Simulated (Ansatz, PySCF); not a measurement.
System: C4H9O, charge 0, multiplicity 2. SMILES: C[C](C)CO
Geometry: optimised at B3LYP-D3(BJ)/def2-TZVP (Ansatz, a first-principles code).

Property: atomisation energy, in kcal/mol. Terms: atomisation electronic, to ground-state atoms; no dispersion term unless named; 6-311+G** with 5d; non-relativistic; six Cartesian d functions in 6-31G* and its kin unless marked 5d; open shells spin-unrestricted; valence correlation only; no spin-orbit coupling. CBS marks a two-point X^-3 extrapolation of the correlation energy; Hartree-Fock from the larger set. First-principles rows: single points at B3LYP-D3(BJ) geometries (Ansatz).

Coupled cluster (Ansatz) is a level with limits of its own, used here on species with T1 under 0.025 (0.045 for open shells) and stable references: CCSD(T)/CBS(cc-pVTZ,cc-pVQZ).

Value to compare with, CCSD(T)/CBS(cc-pVTZ,cc-pVQZ) (Ansatz): 1293.4 kcal/mol.

| level | program | atomisation energy (kcal/mol) | difference |
|---|---|---|---|
| HF/STO-3G | Ansatz | 1165.8 | -127.6 |
| HF/3-21G | Ansatz | 910.9 | -382.5 |
| PBE/def2-SVP | Ansatz | 1328.7 | 35.3 |
| BP86/6-31G* (5d) | PySCF | 1332.5 | 39.1 |
| B3LYP/3-21G | Ansatz | 1263.5 | -29.9 |
| B3LYP/6-31G | Ansatz | 1255.9 | -37.5 |
| B3LYP/6-31G* | Ansatz | 1287.4 | -6.0 |
| PBE0/6-31G* | Ansatz | 1299.7 | 6.3 |
| M06-2X/6-311+G** | PySCF | 1288.1 | -5.3 |
| MP2/STO-3G | Ansatz | 1280.0 | -13.4 |
| B3LYP-D3(BJ)/def2-TZVPD | Ansatz + dftd3 | 1297.6 | 4.2 |
| wB97X-V/def2-TZVPD | Ansatz | 1295.4 | 2.0 |
| B2PLYP-D3(BJ)/def2-TZVPD | Ansatz + dftd3 | 1283.0 | -10.4 |

Among the 10 habitual levels, HF/3-21G lies farthest from CCSD(T)/CBS(cc-pVTZ,cc-pVQZ) (Ansatz) (-382.5 kcal/mol) and M06-2X/6-311+G** nearest (-5.3); 3 of 10 lie above it, and their mean absolute difference is 68.3 kcal/mol, the median 32.6. One case shows no general order.

The levels are drawn from those run, B3LYP/6-31G* more often than the rest, none by its result; left out are runs that failed, that the program found above a lower state of the same kind, or whose <S^2> lies over 0.5 above the pure value.
